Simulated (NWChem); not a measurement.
**Atomisation of C2H8Si**

```
Si
H 1 1.4967
H 1 1.4967 2 107.42
C 1 1.8893 2 109.42 3 -118.69
H 4 1.1020 1 111.02 2 58.72
H 4 1.1024 5 107.83 1 -121.88
H 4 1.1024 5 107.83 6 -116.25
C 1 1.8893 2 109.42 3 118.69
H 8 1.1020 1 111.02 2 -58.72
H 8 1.1024 9 107.83 1 121.88
H 8 1.1024 9 107.83 10 116.25
```
Charge 0, spin multiplicity 1.

Program: NWChem. Structure: optimised with B3LYP/def2-SVP, a minimum by its harmonic frequencies.

Basis set: def2-TZVP. The atomisation energy is electronic alone: no zero-point, thermal, spin-orbit or counterpoise terms. No value is extrapolated to the basis-set limit. Free atoms are single determinants with multiplicities Si 3, C 3, H 2.

B3LYP has NWChem's definition, with VWN1-RPA local correlation. The structure started from a generated list of species. No SCF solution was tested for a lower state. Open-shell Hartree-Fock references start from PBE0 orbitals.

**Question.** For the atomisation energy, BHandHLYP gives 914.1 kcal/mol and B3LYP gives 925.8 kcal/mol. What do PBE, HF give?

**Answer.** PBE: 929.7 kcal/mol; HF: 719.5 kcal/mol.
